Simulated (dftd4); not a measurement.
C4CoO4 (SMILES [O+]#[C-]->[Co+](<-[C-]#[O+])(<-[C-]#[O+])<-[C-]#[O+]), charge +1, singlet, at a GFN2-xTB geometry (such geometries of metal compounds can be far from the true shape) (the multiplicity is a formal guess); D4 for hf in dftd4.

dftd4 was given this input:
```
$ dftd4 mol.xyz --func hf --charge 1 --json dftd4.json --noedisp --property

# file mol.xyz
9

Co     0.00000000    -0.00000000     0.00000000
O      1.04717025     1.06346998    -2.50588683
C      0.64525194     0.65529561    -1.54409307
O     -1.04717025    -1.06346998     2.50588683
C     -0.64525194    -0.65529561     1.54409307
O      0.13814426    -2.70219901    -1.08905436
C      0.08512260    -1.66505794    -0.67106035
O     -0.13814426     2.70219901     1.08905436
C     -0.08512260     1.66505794     0.67106035
```

The log (banner, timings and long lists left out):

```
                    ____  _____ _____     ____  _  _
      -------------|  _ \|  ___|_   _|---|  _ \| || |------------
     |             | | | | |_    | | ___ | | | | || |_           |
     |             | |_| |  _|   | ||___|| |_| |__   _|          |
     |             |____/|_|     |_|     |____/   |_|            |
     |             ===================================           |
     |            E. Caldeweyher, S. Ehlert & S. Grimme          |
     |          Mulliken Center for Theoretical Chemistry        |
     |                    University of Bonn                     |
      -----------------------------------------------------------

Rational (Becke-Johnson) damping: hf-D4-ATM
---------------------
  s6         1.0000
  s8         1.6168
  s9         1.0000
  a1         0.4496
  a2         3.3574
 alp        16.0000
--------------------

Atomic data, radii in Ångström:
------------------------------------------------------
   Z          R(cov)      r4/r2   hardness         EN
------------------------------------------------------
  27 Co       1.3333     2.8648     0.2540     1.8800
   8 O        0.8400     1.3725     0.5869     3.4400
   6 C        1.0000     1.6431     0.4220     2.5500
------------------------------------------------------

Atomic reference systems (in atomic units):
----------------------------------------------------------------------------
   Z        #      CN     q+Z       C6(AA)   #      CN     q+Z       C6(AA)
----------------------------------------------------------------------------
  27 Co     1  0.0000 27.0000     545.1989   2  1.6028 27.2157     154.4448
            3  2.7373 27.2059     122.9192   4  7.2771 26.9842     120.8683
   8 O      1  0.0000  8.0000      15.5711   2  0.8042  7.6453      20.8489
            3  1.6112  7.4012      24.8631   4  0.9798  8.0000      14.9880
   6 C      1  0.0000  6.0000      49.3833   2  0.9189  5.8288      52.1688
            3  1.9079  5.8579      35.6972   4  2.8312  5.7775      35.8445
            5  3.7487  5.7435      28.6317   6  2.9183  5.8956      32.2504
            7  0.8556  6.2103      25.6194
----------------------------------------------------------------------------

Atomic properties (in atomic units):
----------------------------------------------------------------------------
     #    Z              CN          q      C6(AA)        C8(AA)   alpha(0)
----------------------------------------------------------------------------
     1   27 Co       3.5163     0.5032    118.9248    10456.5736    22.7022
     2    8 O        0.8557    -0.0635     15.9329      321.5343     5.3560
     3    6 C        1.7386     0.1877     27.2888      789.2394     8.4406
     4    8 O        0.8557    -0.0635     15.9329      321.5343     5.3560
     5    6 C        1.7386     0.1877     27.2888      789.2394     8.4406
     6    8 O        0.8557    -0.0635     15.9329      321.5343     5.3560
     7    6 C        1.7386     0.1877     27.2888      789.2394     8.4406
     8    8 O        0.8557    -0.0635     15.9329      321.5343     5.3560
     9    6 C        1.7386     0.1877     27.2888      789.2394     8.4406
----------------------------------------------------------------------------

Molecular properties (in atomic units):
----------------------------------------
 molecular C6                2241.6153
 molecular C8               80444.0910
----------------------------------------

Dispersion energy:      -2.9860673389463E-02 Eh

[Info] JSON dump of results written to 'dftd4.json'
```
